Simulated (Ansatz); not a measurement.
Computed with PBE-D3(BJ)/def2-TZVP (Ansatz, an electronic-structure program). No frequencies were computed at this level.

Ansatz 0.2 input:
```yaml
crystal:
  periodic: [false, false, false]
  atoms:
    - { symbol: Cl, position_ang: [-1.788999, -0.929495, -0.010112] }
    - { symbol: Ga, position_ang: [-0.00137, 0.138356, -0.001088] }
    - { symbol: Cl, position_ang: [1.80379, -0.900353, 0.018228] }
    - { symbol: H, position_ang: [-0.013421, 1.691492, -0.007028] }
basis:
  gaussian: { orbitals: def2-tzvp }
hamiltonian:
  xc: pbe
  dispersion: d3bj
relax:
  max_steps: 150
```

Output:

```
Functional definition: PBE
924 factors; their error is unknown
mean field evaluation 1: about -77422.9843 eV, gradient 3.9e1 eV
mean field evaluation 2: about -77420.3189 eV, gradient 6.5e1 eV
mean field evaluation 4: about -77424.9827 eV, gradient 1.9e0 eV
mean field evaluation 8: about -77424.9782 eV, gradient 3.2e-2 eV
mean field -77424.97823201 eV, -2845.3154694911 hartree, gradient 3.1e-5 eV, S^2 0.000000; 0 other end points of the search recorded, 0 dependent functions left out
reference -77424.97826714 eV, -2845.3154707823 hartree; 33, 33 occupied and 95, 95 virtual orbitals, 924 factors
relax step   1: F+E_penalty+E_count = -77425.06143516 eV  Δ(F+E_penalty+E_count) = +0.000e0 eV  max|allowed force component| = 1.221e0 eV/Å  Δτ_max = 0.0000 Å  (24 SCF iters, accepted)
these checks for a lower state are left out or cut short: starts, cluster_reference, orbital_swaps, neighbouring_geometries, increment
924 factors; their error is unknown
mean field evaluation 16: about -77425.0625 eV, gradient 4.1e-2 eV
mean field -77425.05196277 eV, -2845.3181790466 hartree, gradient 5.8e-5 eV, S^2 0.000000; 0 other end points of the search recorded, 0 dependent functions left out
reference -77425.05199824 eV, -2845.3181803503 hartree; 33, 33 occupied and 95, 95 virtual orbitals, 924 factors
relax step   2: F+E_penalty+E_count = -77425.13385995 eV  Δ(F+E_penalty+E_count) = -7.242e-2 eV  max|allowed force component| = 1.441e-1 eV/Å  Δτ_max = 0.0446 Å  (25 SCF iters, accepted)
these checks for a lower state are left out or cut short: starts, cluster_reference, orbital_swaps, neighbouring_geometries, increment
924 factors; their error is unknown
mean field -77425.05277584 eV, -2845.3182089265 hartree, gradient 4.1e-5 eV, S^2 0.000000; 0 other end points of the search recorded, 0 dependent functions left out
reference -77425.05281134 eV, -2845.3182102311 hartree; 33, 33 occupied and 95, 95 virtual orbitals, 924 factors
relax step   3: F+E_penalty+E_count = -77425.13479874 eV  Δ(F+E_penalty+E_count) = -9.388e-4 eV  max|allowed force component| = 1.435e-2 eV/Å  Δτ_max = 0.0142 Å  (23 SCF iters, accepted)
these checks for a lower state are left out or cut short: starts, cluster_reference, orbital_swaps, neighbouring_geometries, increment
924 factors; their error is unknown
mean field -77425.05281515 eV, -2845.3182103710 hartree, gradient 4.2e-5 eV, S^2 0.000000; 0 other end points of the search recorded, 0 dependent functions left out
reference -77425.05285065 eV, -2845.3182116756 hartree; 33, 33 occupied and 95, 95 virtual orbitals, 924 factors
relax step   4: F+E_penalty+E_count = -77425.13481288 eV  Δ(F+E_penalty+E_count) = -1.414e-5 eV  max|allowed force component| = 4.291e-4 eV/Å  Δτ_max = 0.0017 Å  (18 SCF iters, accepted)
924 factors; their error is unknown
mean field evaluation 32: about -77419.4358 eV, gradient 6.8e1 eV
mean field -77425.05281515 eV, -2845.3182103710 hartree, gradient 4.2e-5 eV, S^2 0.000000; 1 other end points of the search recorded, 0 dependent functions left out
reference -77425.05285065 eV, -2845.3182116756 hartree; 33, 33 occupied and 95, 95 virtual orbitals, 924 factors
Total energy: -77425.13484838 eV, -2845.3212250368 hartree
Atom 0 at    -1.802679    -0.978159    -0.010156 Å, force    -0.000126    -0.000105    -0.000001 eV/Å
Atom 1 at    -0.001503     0.186513    -0.000799 Å, force     0.000053     0.000429    -0.000001 eV/Å
Atom 2 at     1.818184    -0.948904     0.018406 Å, force     0.000077    -0.000075     0.000001 eV/Å
Atom 3 at    -0.014001     1.740550    -0.007451 Å, force    -0.000003    -0.000249     0.000001 eV/Å
Dipole moment:    -0.002769     0.343321    -0.001470 e Å
```

Cost: roughly 14 core-seconds.
